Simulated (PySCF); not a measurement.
Input of a run (PBE0-D3(BJ)/def2-SVP geometry optimisation, gas phase (PySCF 2.14.0)), started from GFN2-xTB:
```
{"job": {"xc": "PBE0", "basis": "def2-SVP", "d3": "d3bj", "grid": 1, "kind": "geom"}, "charge": 0, "multiplicity": 1}
N      1.807209     2.428793    -1.425101
C      1.983939     1.471845    -0.823259
C      2.254591     0.257459    -0.098848
C      1.025113    -0.646040     0.115500
C      0.191232    -0.826219    -1.164929
C     -1.286510    -0.523601    -0.862339
C     -1.706420    -1.361617     0.304771
C     -0.985919    -1.169943     1.399410
C      0.099372    -0.147225     1.246348
C     -0.576677     1.172429     0.839730
C     -1.381232     0.955709    -0.448354
H      3.004957    -0.292959    -0.676010
H      2.695587     0.523308     0.866945
H      1.415462    -1.619051     0.435485
H      0.534480    -0.147595    -1.947937
H      0.284678    -1.846080    -1.542074
H     -1.896853    -0.710143    -1.748123
H     -2.532898    -2.048556     0.227223
H     -1.140910    -1.677426     2.337151
H      0.669389    -0.014031     2.169753
H      0.174410     1.949542     0.700767
H     -1.230601     1.490470     1.653658
H     -0.986395     1.577104    -1.253324
H     -2.427740     1.223592    -0.298886
```

Output (energies in Eh, forces in Eh/bohr):
```
step   0  E = -442.78982272  max force = 0.029188
step   1  E = -442.79239264  max force = 0.001369
step   2  E = -442.79241963  max force = 0.000261
step   3  E = -442.79242295  max force = 0.000191
optimisation converged
```

**Question.** Summarise the run.

**Answer.** The energy falls by 6.8 kJ/mol over 4 energy and gradient evaluations, the largest force component goes from 0.0292 to 1.9e-04 Eh/bohr, and the atoms move by 0.042 Å rms after alignment. The bond that changes most is C2–C3 (nitrile carbon to sp3 carbon next to a nitrile), which lengthens by 0.019 Å. Bonds longer at the end by more than 0.005 Å: 22 of 25; shorter: 0. The energy never rose by more than 1e-6 Eh on the way. The first step brought 99 % of the lowering.

**Question.** What are the final bond lengths?

**Answer.** N1≡C2 1.158 Å, C2–C3 1.458 Å, C3–C4 1.539 Å, C4–C5 1.546 Å, C5–C6 1.541 Å, C6–C7 1.505 Å, C7=C8 1.339 Å, C8–C9 1.505 Å, C9–C10 1.543 Å, C10–C11 1.541 Å, C4–C9 1.550 Å, C6–C11 1.544 Å, C3–H12 1.103 Å, C3–H13 1.102 Å, C4–H14 1.101 Å, C5–H15 1.102 Å, C5–H16 1.100 Å, C6–H17 1.099 Å, C7–H18 1.093 Å, C8–H19 1.093 Å, C9–H20 1.101 Å, C10–H21 1.100 Å, C10–H22 1.100 Å, C11–H23 1.102 Å, C11–H24 1.100 Å. Numbering counts from 1 in the input's order; the species is `N#CC[C@@H]1C[C@H]2C=C[C@@H]1CC2`.

The run used 219 basis functions and 28 SCF cycles in all. Cost: about 2.7 min of CPU time on one thread; the machine was shared, so the figure is rough.

PBE0-D3(BJ)/def2-SVP frequencies: not computed here. The numbers are those of one conformer.
